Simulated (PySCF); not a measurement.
Finite-field polarisability of Kr (krypton, neutral)

[Kr], closed-shell 1S. Calculation: PySCF 2.14, in def2-TZVPPD; no relativity, point nucleus. Frozen: [Ar] 3d10. Energy changes in a uniform field (μhartree):

| axis | F (au) | HF | MP2 | CCSD | CCSD(T) |
| --- | --- | --- | --- | --- | --- |
| x | 0.0035 | -100.899 | -102.879 | -102.694 | -103.156 |
| x | 0.007 | -403.697 | -411.636 | -410.897 | -412.748 |

Question: Derive α along x at CCSD(T) from the two fields.

Answer: With ΔE = −αF²/2 − γF⁴/24, α = −(16 ΔE(F) − ΔE(2F))/(6F²) = 16.84 bohr³.

Question: And the mean polarisability at each level?

Answer: HF 16.47, MP2 16.79, CCSD 16.76, CCSD(T) 16.84 bohr³. Reference: 16.78 ± 0.02 bohr³ (recommended; Schwerdtfeger and Nagle, table of static dipole polarizabilities (2023 update)).
